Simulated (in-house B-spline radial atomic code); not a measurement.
Radial electron density of Fe⁸⁺, [Ne] 3s2 3p6. Level of theory: scalar-relativistic (X2C) PBEsol, spin-polarised, spherical fractional occupations, Fermi nucleus of rms radius 3.7377 fm; calculated with a radial B-spline atomic code at the basis-set limit.

One-electron X2C: radii and densities carry no picture-change correction, so inner-shell <1/r> comes out high (for 1s by about 2 % at Z = 33, 5 % at 54, 10 % at 75, 30 % at 118) and <r> low.

Columns: r (bohr), 4πr²n(r) (electrons per bohr), bar.

```
 0.00218   0.8266 #
 0.00259    1.119 #
 0.00308    1.513 ##
 0.00366    2.034 ###
 0.00435     2.72 ###
 0.00518    3.628 #####
 0.00616    4.791 ######
 0.00732    6.264 ########
 0.00871    8.119 ##########
  0.0104    10.44 #############
  0.0123    13.05 ################
  0.0147    16.23 #####################
  0.0174    19.54 #########################
  0.0207    23.05 #############################
  0.0246    26.38 #################################
  0.0293    29.18 #####################################
  0.0349    30.99 #######################################
  0.0415    31.47 ########################################
  0.0493    30.56 #######################################
  0.0586    28.59 ####################################
  0.0697    26.31 #################################
  0.0829    24.84 ###############################
  0.0986    25.18 ################################
   0.117    27.63 ###################################
    0.14    31.55 ########################################
   0.166     34.6 ############################################
   0.197    34.83 ############################################
   0.235    30.84 #######################################
   0.279    23.73 ##############################
   0.332    16.18 ####################
   0.395    11.44 ##############
    0.47    10.73 ##############
   0.558    12.36 ################
   0.664    13.32 #################
    0.79    11.66 ###############
   0.939    7.933 ##########
    1.12    4.025 #####
    1.33    1.529 ##
    1.58   0.4129 #
    1.88  0.07402 
    2.23 0.008621 
    2.66 0.0005346
```

On this grid the curve has 3 maxima, near 0.0415, 0.197, 0.664 bohr.

The 3s up radial function P(r) = rR(r), positive near the nucleus:

```csv
r (bohr),P
0.000769,0.0305
0.00109,0.04193
0.00154,0.0573
0.00218,0.0781
0.00308,0.1056
0.00435,0.1414
0.00616,0.1873
0.00871,0.2427
0.0123,0.3051
0.0174,0.3666
0.0246,0.4093
0.0349,0.4023
0.0493,0.3045
0.0697,0.07939
0.0986,-0.2632
0.14,-0.6095
0.197,-0.7083
0.279,-0.3265
0.395,0.4824
0.558,1.191
0.79,1.232
1.12,0.6862
1.58,0.1965
2.23,0.02365
```
